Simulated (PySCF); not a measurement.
# Which determinant of KSr⁺ lies lowest?

Unrestricted PBE0; K def2-SVPD, Sr def2-SVPD with ECP28; scalar-relativistic core potentials (PySCF 2.14). Outer shells of the fragments: K+ closed shells only; Sr 5s2.

Followed along the bond (rough minima from three points):

```
2Ms+1  unpaired  ⟨S²⟩ at the start  R at minimum (Å)  Te (eV)
    1      none               0.00              4.29     0.00
    3  σ ↑, π ↑               2.00              4.01     1.55
    3      σ ↑↑               2.00  none in the scan   ≤ 1.05
```

Solutions found at the starting distance of 3.755 Å, counted from the lowest of them; the search is not exhaustive and high or unbound solutions are not listed, so other states can lie among these:

| 2Ms+1 | unpaired | term | E (eV) | ⟨S²⟩ | ⟨Lz²⟩ | μ (D) |
| --- | --- | --- | --- | --- | --- | --- |
| 1 | none | ¹Σ⁺ | 0.00 | 0.00 | 0.00 | -4.70 |
| 3 | σ ↑↑ | ³Σ⁺ | 1.31 | 2.00 | 0.00 | -4.29 |
| 3 | σ ↑, π ↑ | ³Π | 1.46 | 2.00 | 1.00 | -2.99 |
| 1 | σ ↑, π ↓ | mixed | 1.93 | 1.00 | 1.03 | -3.43 |
| 3 | σ ↑, δ ↑ | ³Δ | 2.07 | 2.00 | 4.00 | -5.78 |
| 1 | σ ↑, δ ↓ | mixed | 2.25 | 1.00 | 4.00 | -5.01 |

A term symbol is given only where ⟨S²⟩ and ⟨Lz²⟩ are close to those of a pure state; real π, δ and φ orbitals otherwise mix terms. A positive dipole points towards Sr; it is taken about the centre of mass and depends on that origin.

Counting both spins, an empty level lies below a filled one in some of these solutions, because spin and occupation are held.
